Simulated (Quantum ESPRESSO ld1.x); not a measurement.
Problem. The mean radii <r> (bohr) of the occupied orbitals of an atom or ion are listed with their occupations. Calculated with ld1.x of Quantum ESPRESSO 7.5: non-relativistic Kohn-Sham, LDA (Slater exchange, VWN5 correlation), spin-polarised, spherical densities, point nucleus.

orbital  occ.      <r>
1s up       1  0.02926
1s down     1  0.02926
2s up       1   0.1257
2s down     1   0.1256
2p up       3   0.1070
2p down     3   0.1069
3s up       1   0.3222
3s down     1   0.3228
3p up       3   0.3104
3p down     3   0.3111
3d up       5   0.2766
3d down     2   0.2774

Name the element and its charge. Open shells, if any, are filled with parallel spins first.

Solution. Z = 52, tellurium, charge +27: Te27+ in [Ar] 3d7. The 1s radius gives Z: for a bare nucleus <r> = 1.5/Z, 0.02885 bohr for Z = 52, and screening makes it slightly larger (0.02926 here). The occupations add up to 25, and the charge is Z minus that.
